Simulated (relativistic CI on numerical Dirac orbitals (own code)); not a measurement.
**Slater and spin-orbit integrals, Os⁷⁰⁺**

Method of calculation: Dirac-Coulomb-Breit CI, KLI orbitals optimised for each configuration, model QED, unscaled Slater integrals (own radial code, finite nucleus).

Slater integrals F^k, G^k are unscaled and averaged over j, outside the closed core 1s2; ζ comes from projecting the Hamiltonian with its Breit term on Σ l·s of the shell.

- 2s²2p²: F^2(2p,2p) = 1.466e+06, ζ(2p) = 8.7988e+06 cm⁻¹; <r>(2p) = 0.06388, <r^2>(2p) = 0.004983 (bohr units).
- 2s2p³: F^2(2p,2p) = 1.465e+06, G^1(2s,2p) = 1.5821e+06, ζ(2p) = 8.7801e+06 cm⁻¹; <r>(2s) = 0.07178, <r^2>(2s) = 0.006133, <r>(2p) = 0.06392, <r^2>(2p) = 0.00499 (bohr units).
- 2p⁴: F^2(2p,2p) = 1.4633e+06, ζ(2p) = 8.7617e+06 cm⁻¹; <r>(2p) = 0.064, <r^2>(2p) = 0.005002 (bohr units).

Averages of the first 10 configurations, taken without configuration mixing, which lowers the lowest level and can move excited configurations by several eV; other configurations of the list can lie among them:

| Configuration | Parity | States | Average energy above the lowest level (eV) |
| --- | --- | --- | --- |
| 2s²2p² | even | 15 | 2164.5 |
| 2s2p³ | odd | 40 | 3577.0 |
| 2p⁴ | even | 15 | 5054.6 |
| 2p³3s | odd | 40 | 15009.5 |
| 2p³3p | even | 120 | 15421.1 |
| 2s²2p3s | odd | 12 | 12194.7 |
| 2p³3d | odd | 200 | 15737.9 |
| 2s²2p3p | even | 36 | 12619.0 |
| 2s²2p3d | odd | 60 | 12935.6 |
| 2s2p²3s | even | 60 | 13569.4 |
